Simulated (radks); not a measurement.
Effect of the nuclear size on the tin ion Sn22+, [Ar] 3d10. Calculated with a radial shooting solver on a logarithmic mesh with Libxc functionals: Dirac Kohn-Sham, BLYP, spin-unpolarised, spherical densities, finite nucleus; Fermi nuclear charge, rms radius 4.6519 fm. The rms radius is varied about that value; shifts are against it.

rms radius (fm) = 4.0472: total energy shift (eV) -1.000; density at nucleus (e/bohr^3) 1.947e+05; 1s1/2 shift (meV) -421; 2s1/2 shift (meV) -48.5; 3s1/2 shift (meV) -9.66; 3p1/2 shift (meV) 0.369; 3d5/2 shift (meV) 0.464; 4s1/2 (empty) shift (meV) -2.76; 4p1/2 (empty) shift (meV) 0.087
rms radius (fm) = 4.2611: total energy shift (eV) -0.660; density at nucleus (e/bohr^3) 1.932e+05; 1s1/2 shift (meV) -278; 2s1/2 shift (meV) -32.0; 3s1/2 shift (meV) -6.37; 3p1/2 shift (meV) 0.243; 3d5/2 shift (meV) 0.306; 4s1/2 (empty) shift (meV) -1.82; 4p1/2 (empty) shift (meV) 0.057
rms radius (fm) = 4.6519: total energy shift (eV) 0; density at nucleus (e/bohr^3) 1.906e+05; 1s1/2 shift (meV) 0.000; 2s1/2 shift (meV) 0.000; 3s1/2 shift (meV) 0.000; 3p1/2 shift (meV) 0.000; 3d5/2 shift (meV) 0.000; 4s1/2 (empty) shift (meV) 0.000; 4p1/2 (empty) shift (meV) 0.000
rms radius (fm) = 4.8845: total energy shift (eV) 0.416; density at nucleus (e/bohr^3) 1.892e+05; 1s1/2 shift (meV) 175; 2s1/2 shift (meV) 20.2; 3s1/2 shift (meV) 4.02; 3p1/2 shift (meV) -0.153; 3d5/2 shift (meV) -0.193; 4s1/2 (empty) shift (meV) 1.15; 4p1/2 (empty) shift (meV) -0.036
rms radius (fm) = 5.6474: total energy shift (eV) 1.90; density at nucleus (e/bohr^3) 1.85e+05; 1s1/2 shift (meV) 800; 2s1/2 shift (meV) 92.2; 3s1/2 shift (meV) 18.4; 3p1/2 shift (meV) -0.700; 3d5/2 shift (meV) -0.882; 4s1/2 (empty) shift (meV) 5.24; 4p1/2 (empty) shift (meV) -0.165

Slopes of the eigenvalues against <r^2> in GHz/fm^2, as finite differences over the two radii next to the reference (eigenvalue slopes, not the field-shift constants of lines): 1s1/2 19200, 2s1/2 2210, 3s1/2 441, 3p1/2 -16.8, 3d5/2 -21.2, 4s1/2 (empty) 126, 4p1/2 (empty) -3.97.
